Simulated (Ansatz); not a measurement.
The cluster Al₃Sb₃⁺. Total charge 1; doublet. Geometry PBE0-D4/def2-SVP, that of the neutral singlet; atoms count from 1.

```xyz
6

Al    1.034   -1.845   -0.893
Al   -1.293    2.218    1.093
Al    0.892    1.139   -0.056
Sb    1.151   -0.929    1.586
Sb   -1.455   -0.629    0.413
Sb   -0.328    0.046   -2.143
```

In the def2 sets Sb takes a core potential; there is no spin–orbit coupling. The structure comes from a short search, and lower isomers may exist.

(1) Estimate the Mulliken populations from the PBE0/def2-TZVP orbitals of Ansatz.

(2) Where does the spin sit?

(3) And the Mayer bond orders between bonded heavy atoms (over 0.3)?

## Answers

(1) 
```csv
atom,charge (e),spin (α − β)
Al1,0.35,0.42
Al2,0.41,0.38
Al3,0.13,0.17
Sb4,0.07,0.00
Sb5,-0.02,0.04
Sb6,0.07,0.00
```
Mulliken values and Mayer orders depend strongly on the basis.

(2) Summed by element: Al 0.97, Sb 0.03, of 1 unpaired in all. Largest on single atoms: Al1 0.42, Al2 0.38, Al3 0.17.

(3) Al1–Sb4 0.89 (2.64 Å); Al1–Sb5 0.35 (3.06 Å); Al1–Sb6 0.89 (2.64 Å); Al2–Al3 0.62 (2.69 Å); Al2–Sb5 0.58 (2.93 Å); Al3–Sb4 0.82 (2.65 Å); Al3–Sb5 0.46 (2.98 Å); Al3–Sb6 0.82 (2.65 Å); Sb4–Sb5 0.89 (2.87 Å); Sb5–Sb6 0.89 (2.87 Å).
